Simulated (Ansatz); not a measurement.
Task: Name a neutral molecule of B, C, S and H with HOMO–LUMO gap (ωB97M-V/def2-TZVPP) between 11.40 and 11.70 eV and HOMO energy (PBE0/def2-TZVPP) between -8.10 and -7.80 eV (Ansatz, PBE0-D4/def2-TZVP geometry).

Result: `CCCBS` (11.50 eV, -8.05 eV). Other molecules can fit too; these were computed, each in one conformer that needn't be the lowest.
